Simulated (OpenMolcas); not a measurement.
3d⁷ along the 25-electron sequence

| Property | Result |
| --- | --- |
| Program | OpenMolcas 26.06 |
| Method | SS-CASPT2, IPEA 0.25 Eh, imaginary shift 0.1 Eh |
| Basis | ANO-RCC-VTZP |
| Scalar Hamiltonian | DKH2, point nucleus |
| Spin-orbit coupling | state interaction with AMFI integrals over the reference wave functions, term energies averaged over their components |

Active space for each ion: 7 electrons in 5 orbitals (3d); closed shells correlated by CASPT2: 3s 3p.

Computed levels in cm-1 above ⁴F_9/2:

```csv
Level,Co2+,Ni3+,Cu4+
⁴F_7/2,856,1150,1554
⁴F_5/2,1482,1985,2660
⁴F_3/2,1910,2550,3410
⁴P_5/2,15530,18460,20900
⁴P_3/2,15840,18840,21350
⁴P_1/2,16220,19380,22120
²G_9/2,16870,20010,22540
²G_7/2,17690,21120,24050
²P_3/2,21850,25950,29140
weight of ⁴F in the lowest level (%),100,100,100
```

Mixed levels, with the weight of the term that names them: Ni3+ ²P_3/2 (74 %), Cu4+ ²P_3/2 (71 %).

Measured, with the error of the calculation in %. Measured levels: Co2+ from Sugar and Corliss, J. Phys. Chem. Ref. Data 10, 1097 (1981); Ni3+ from Corliss and Sugar, J. Phys. Chem. Ref. Data 10, 197 (1981); Cu4+ from Sugar and Musgrove, J. Phys. Chem. Ref. Data 19, 527 (1990).

```json
{"Level": "⁴F_7/2", "Co2+": "841 (+1.8)", "Ni3+": "1190 (-3.3)", "Cu4+": "1616 (-3.8)"}
{"Level": "⁴F_5/2", "Co2+": "1451 (+2.1)", "Ni3+": "2042 (-2.8)", "Cu4+": "2759 (-3.4)"}
{"Level": "⁴F_3/2", "Co2+": "1867 (+2.3)", "Ni3+": "2621 (-2.6)", "Cu4+": "3528 (-3.2)"}
{"Level": "⁴P_5/2", "Co2+": "15202 (+2.1)", "Ni3+": "18119 (+1.9)", "Cu4+": "20827 (+0.3)"}
{"Level": "⁴P_3/2", "Co2+": "15428 (+2.6)", "Ni3+": "18367 (+2.6)", "Cu4+": "21066 (+1.3)"}
{"Level": "⁴P_1/2", "Co2+": "15811 (+2.6)", "Ni3+": "18958 (+2.2)", "Cu4+": "21935 (+0.9)"}
{"Level": "²G_9/2", "Co2+": "16978 (-0.6)", "Ni3+": "19830 (+0.9)", "Cu4+": "22575 (-0.1)"}
{"Level": "²G_7/2", "Co2+": "17766 (-0.4)", "Ni3+": "20948 (+0.8)", "Cu4+": "24100 (-0.2)"}
{"Level": "²P_3/2", "Co2+": "20195 (+8.2)", "Ni3+": "23649 (+9.7)", "Cu4+": "27016 (+7.9)"}
```

The fine-structure level ⁴F_3/2 changes by a factor of 1.79 from Co2+ to Cu4+. Its fourth root runs 6.61, 7.11, 7.64, with steps per unit of Z of 0.50, 0.54; equal steps would mean a (Z - σ)^4 law with constant σ.

⁴P_5/2 changes by a factor of 1.35 over the same range, with steps per unit of Z of +2930, +2440 cm-1.

Term energies are means over components that CASPT2 splits; among the terms shown or strongly mixed into the levels shown the widest spread is 810 cm-1 (3d⁷ ⁴F, Co2+). Terms from blocks run as CI alone lack orbitals of their own. Some levels mix across a computed gap that differs much from the measured one, so their mixing is not that of the real levels (holds for Ni3+; Cu4+). Measured partners are found by configuration, term and J. A level has none where our copy of the source lacks it or the pairing is in doubt (some pairs that miss far off the trend of their configuration count as doubtful), and it then counts in no deviation. Only configurations of the active space appear.
